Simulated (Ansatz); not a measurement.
Ansatz results at the PBE0-D4/def2-TZVP geometry: HOMO energy (ωB97M-V/def2-TZVPP) -8.66 eV; HOMO energy (PBE/def2-TZVPP) -5.41 eV; HOMO–LUMO gap (PBE0/def2-TZVPP) 6.32 eV.

Each molecule was computed in one conformer, which needn't be the lowest.

(1) Which molecule gave them?
A. `[CH3][SbH][CH2]O`
B. `[SiH3]C[AsH2]`
C. `[SiH3]SC1=CN1`
D. `CSB(O)F`

Answers

(1) A. The others give `[SiH3]C[AsH2]`: -9.32, -6.13, 7.19; `[SiH3]SC1=CN1`: -8.13, -4.73, 5.55; `CSB(O)F`: -9.43, -6.01, 7.76.
